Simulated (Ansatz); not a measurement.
Gas-phase reaction R1 → P1 + P2, each structure at its B3LYP-D3(BJ)/def2-TZVP stationary point, reached from a drawn start (curvature not checked).
R1: SiCl4 (SMILES Cl[Si](Cl)(Cl)Cl), charge 0, multiplicity 1.
P1, Cl3Si (SMILES Cl[Si](Cl)Cl) (charge 0, multiplicity 2):
```xyz
4

Si    -0.0001     0.0000    -0.5169
Cl     1.9396     0.0000     0.1720
Cl    -0.9697     1.6797     0.1725
Cl    -0.9697    -1.6797     0.1725
```
P2: Cl atom, charge 0, multiplicity 2.

Quantity: the reaction energy.

P less R. No zero-point or thermal terms; singlets are restricted closed shells; open shells are unrestricted; no spin–orbit coupling.

Frozen-core correlation throughout. CBS: X⁻³ extrapolation of the correlation energy, Hartree–Fock from the larger set.

The values were computed with Ansatz (a program for electronic structure) with Gaussian orbitals. No computed number here is a measurement.

Costs are ratios of core time to PBE/def2-TZVPP (roughly 10 s), for whole runs (searches for the state included, and forces where a run took them) on one shared machine, so rough; each difference counts from 4.889 eV (CCSD(T)/CBS(cc-pV(T+d)Z, cc-pV(Q+d)Z), a level with limits of its own).

A star marks coupled-cluster runs past 200 virtual orbitals, where the program's memory plan changes under this machine's limit, so their costs aren't comparable with smaller runs.

```
level                basis functions  cost
-------------------  ---------------  ----
SVWN5/def2-TZVPP                 210  ×0.7
BLYP/def2-TZVPP                  210  ×0.9
PBE/def2-TZVPP                   210    ×1
PBE0/def2-TZVPP                  210    ×1
r2SCAN/def2-TZVPP                210    ×2
B2PLYP/def2-TZVPP                210    ×2
B97M-V/def2-TZVPP                210    ×2
CCSD(T)/cc-pV(D+d)Z              115    ×2
wB97X-V/def2-TZVPP               210    ×3
wB97M-V/def2-TZVPP               210    ×3
CCSD(T)/cc-pV(T+d)Z              195   ×10
CCSD(T)/cc-pV(Q+d)Z              320  ×70*
```

Question: What does the step from CCSD(T)/cc-pV(D+d)Z to CCSD(T)/cc-pV(T+d)Z cost and buy?

Answer: 115 to 195 functions, cost ×4 (rough); the difference goes from -0.550 to -0.246 eV.

Each difference (eV): SVWN5/def2-TZVPP 0.398; BLYP/def2-TZVPP -0.624; PBE/def2-TZVPP -0.303; PBE0/def2-TZVPP -0.266; r2SCAN/def2-TZVPP -0.239; B2PLYP/def2-TZVPP -0.293; B97M-V/def2-TZVPP -0.032; CCSD(T)/cc-pV(D+d)Z -0.550; wB97X-V/def2-TZVPP -0.056; wB97M-V/def2-TZVPP 0.006; CCSD(T)/cc-pV(T+d)Z -0.246; CCSD(T)/cc-pV(Q+d)Z -0.102.
